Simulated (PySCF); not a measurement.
C5H9NSi.
Cartesian coordinates in Å at the PBE0-D3(BJ)/def2-SVP level; atoms count from 1:
```
atom  x, y, z in Å
C1     3.4860   -1.2671   -0.2256
C2     2.4477   -0.6450   -0.3553
Si3    0.8623    0.2655   -0.5657
N4     0.7665    1.4992    0.6352
C5    -0.6007   -0.8916   -0.2725
C6    -1.8888   -0.1418   -0.3214
C7    -2.5989    0.2527    0.7410
H8     4.4044   -1.8146   -0.1100
H9     0.8336    0.7321   -1.9909
H10    1.4882    2.2057    0.7146
H11   -0.1531    1.8846    0.8276
H12   -0.5651   -1.6831   -1.0396
H13   -0.4464   -1.3643    0.7109
H14   -2.2469    0.1381   -1.3210
H15   -2.2896   -0.0010    1.7605
H16   -3.5207    0.8286    0.6270
```

Level of theory: TDDFT wB97X-D/def2-SVPD, vertical, gas phase, core orbitals frozen in the response (PySCF).

Ground-to-excited transition dipoles (e·a0, same axes as the geometry; the sign carries no meaning), for the states with f of 0.002 or more among the lowest 7:

```
state  E (eV)      μx      μy      μz
   S1   5.987   0.195   0.007  -0.027
   S2   6.258  -0.314   0.051   0.043
   S3   6.336   0.388  -0.050  -0.104
   S4   6.546  -0.497   0.123  -0.067
   S5   6.722   1.070  -0.306  -0.747
   S6   6.981   0.041  -0.031  -0.253
   S7   7.238   0.329   0.331   0.057
```

Q: What oscillator strength does each state have?

A: f = (2/3) ΔE |μ|² with ΔE in hartree (27.2114 eV).

| state | \|μ\|² (au) | \|μ\| (D) | f |
| --- | --- | --- | --- |
| S1 | 0.039 | 0.50 | 0.006 |
| S2 | 0.103 | 0.82 | 0.016 |
| S3 | 0.164 | 1.03 | 0.025 |
| S4 | 0.266 | 1.31 | 0.043 |
| S5 | 1.797 | 3.41 | 0.296 |
| S6 | 0.067 | 0.66 | 0.011 |
| S7 | 0.221 | 1.20 | 0.039 |

Q: Which bond between heavy atoms lies closest to the direction of the S5 transition dipole?

A: C6–C7, at 21° from it; next C5–C6 at 38°.

Q: What angle do the transition dipoles of S3 and S6 make?

A: |cos θ| = |μa·μb| / (|μa| |μb|) = 0.42, so θ ≈ 65° (taken between 0 and 90°, since the signs are arbitrary).

Q: What peak molar absorption coefficient would the strongest computed level give as a lone Gaussian band 0.5 eV wide at half height?

A: ε(max) = 2.175×10⁸ f / FWHM, with the width in cm⁻¹. S5: 2.175×10⁸ × 0.2959 / 4033 ≈ 16000 L mol⁻¹ cm⁻¹.

All these states lie below the vertical ionisation energy of 9.03 eV (ΔSCF).

Hardware: Arm Neoverse V1, one thread, no GPU, shared host.

One conformer stands for the species.
